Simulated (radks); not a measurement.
Coulomb parameter of the 3d shell of the cobalt ion Co2+ in the model configuration [Ar] 3d6 4s1, as a second difference U = [E(n + 0.5) + E(n - 0.5) - 2 E(n)] / (0.5)^2 with all orbitals relaxed. "Bare": the charge of the atom changes with n. "Screened": the 4s shell takes up the change at fixed total charge, which measures U(3d,3d) + U(4s,4s) - 2 U(3d,4s). Calculated with a radial shooting solver on a logarithmic mesh with Libxc functionals: scalar-relativistic Kohn-Sham, PBEsol, spin-unpolarised, spherical densities, point nucleus.

[
 {"case": "start", "configuration": "[Ar] 3d6 4s1", "E - E(n) (eV)": "0.000"},
 {"case": "bare +0.5", "configuration": "[Ar] 3d6.5 4s1", "E - E(n) (eV)": "-14.538"},
 {"case": "bare -0.5", "configuration": "[Ar] 3d5.5 4s1", "E - E(n) (eV)": "19.043"},
 {"case": "screened +0.5", "configuration": "[Ar] 3d6.5 4s0.5", "E - E(n) (eV)": "-4.634"},
 {"case": "screened -0.5", "configuration": "[Ar] 3d5.5 4s1.5", "E - E(n) (eV)": "5.750"}
]

U(bare) = 18.021 eV, U(screened by 4s) = 4.467 eV, against the Slater integral F0(3d,3d) = 26.316 eV with frozen orbitals.
